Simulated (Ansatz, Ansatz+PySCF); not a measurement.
```yaml
atoms:
  - { symbol: Fe, position_ang: [0.0000, 0.0000, 0.0000] }
  - { symbol: H, position_ang: [0.0000, 0.0000, 1.6100] }
```

Basis set: def2-SVP (spherical functions). Frozen core: 5 orbitals. Correlation on ROHF uses semicanonical orbitals with singles. Charge 0, multiplicity 4.

Computed with Ansatz (development build ahead of 0.2.0); each method stands on the lowest determinant of its kind that the runs found. Restricted functionals stand beside restricted open-shell atoms, which can lie above the unrestricted atoms usual in DFT and then raise those values.

Task: Give the atomization energy at this shape (free ground-state atoms in the same class of orbitals less the molecule, no zero-point energy) of quartet FeH by ωB97X (unrestricted), ωB97X (restricted open-shell), r²SCAN (unrestricted), r²SCAN (restricted open-shell), PBE0 (unrestricted), PBE0 (restricted open-shell), PBE (unrestricted), PBE (restricted open-shell), UHF-MP2, ROHF-MP2, UHF, ROHF.

Result:

```tsv
method	atomization energy
ωB97X (unrestricted)	198.2 kJ/mol
ωB97X (restricted open-shell)	180.3 kJ/mol
r²SCAN (unrestricted)	226.6 kJ/mol
r²SCAN (restricted open-shell)	213.0 kJ/mol
PBE0 (unrestricted)	191.5 kJ/mol
PBE0 (restricted open-shell)	171.8 kJ/mol
PBE (unrestricted)	232.8 kJ/mol
PBE (restricted open-shell)	224.9 kJ/mol
UHF-MP2	108.3 kJ/mol
ROHF-MP2	103.8 kJ/mol
UHF	80.5 kJ/mol
ROHF	-97.4 kJ/mol
```

Caution: another spin multiplicity may lie lower. Caution for ωB97X (unrestricted), PBE0 (unrestricted): the unrestricted determinant is spin contaminated. Caution for UHF-MP2, UHF: the unrestricted determinant is a mixture of spin states. Caution for ROHF-MP2, ROHF: an unrestricted determinant lies well below. Caution for ROHF: the molecule lies well above its atoms at this level.
